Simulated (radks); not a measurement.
P6+, configuration [He] 2s2 2p5 (the NIST ground configuration).

Calculated with a radial shooting solver on a logarithmic mesh with Libxc functionals: Dirac Kohn-Sham, PBE, spin-unpolarised, spherical densities, finite nucleus; open shells fill j = l - 1/2 first; Fermi nuclear charge, rms radius 3.1889 fm.

Energy parts (hartree):
| part | energy |
|---|---|
| total | -327.30587 |
| kinetic | 328.71053 |
| electron-nucleus | -739.76191 |
| Hartree | 103.48761 |
| exchange-correlation | -19.74210 |

Orbitals (lengths in bohr, moments of r in powers of bohr; r(max) is where P^2 peaks):
orbital,occ.,eigenvalue (hartree),<r^4>,r(max),<r>,<1/r>
1s1/2,2,-81.59352,0.0005369,0.06762,0.1035,14.66
2s1/2,2,-10.72157,0.1579,0.4112,0.5017,2.926
2p1/2,2,-9.00189,0.1405,0.3428,0.4577,2.840
2p3/2,3,-8.96461,0.1425,0.3444,0.4596,2.824

The highest occupied level is 2p3/2 at -243.94 eV. The electron density at the nucleus is 2388 e/bohr^3. For comparison, the ionisation energy in NIST's Atomic Spectra Database is 263.6 eV (semi-empirical). In exact Kohn-Sham theory the highest level is minus the ionisation energy, but local and semilocal functionals leave it too shallow, through self-interaction and a potential that decays too fast; potentials with the right tail come closer. Summed over all electrons, <r^2> = 1.930 bohr^2, which gives a Langevin (diamagnetic) susceptibility term of -1.53 x 10^-6 cm^3/mol. The density falls to 0.001 e/bohr^3 at r = 1.55 bohr.

Beside tabulated values, note that spin-unpolarised runs miss the spin-polarisation part of the exchange energy of open shells.
